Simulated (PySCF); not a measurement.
CrF4, SMILES [F][Cr-]([F])([F])[F] (connectivity only; charge and spin as stated), charge -1, multiplicity 4. Atoms are numbered in the order given.

```xyz
5

Cr     0.0000     0.0000     0.0000
F      0.9464     0.9464     1.2386
F      0.9464    -0.9464    -1.2386
F     -0.9464     0.9464    -1.2386
F     -0.9464    -0.9464     1.2386
```
Charge -1, spin multiplicity 4.

Geometry optimised at B3LYP-D3(BJ)/def2-SVPD. The geometry has at least one imaginary mode, so it is a saddle point at that level. The multiplicity is an assumed one; other spin states were not compared.

Method: B3LYP/def2-SVPD run with PySCF.

Mulliken values depend strongly on the basis, most of all with diffuse functions as here. Atomic charges (e):

```
atom  Mulliken  meta-Löwdin  Mulliken spin
----  --------  -----------  -------------
Cr1       1.81          [?]           2.92
F2       -0.70          [?]           0.02
F3       -0.70          [?]           0.02
F4       -0.70          [?]           0.02
F5       -0.70          [?]           0.02
```

Complete the blanks. (The exact figures need the calculation; the answer reports its results.)


- Cr1, meta-Löwdin: 1.57
- F2, meta-Löwdin: -0.64
- F3, meta-Löwdin: -0.64
- F4, meta-Löwdin: -0.64
- F5, meta-Löwdin: -0.64
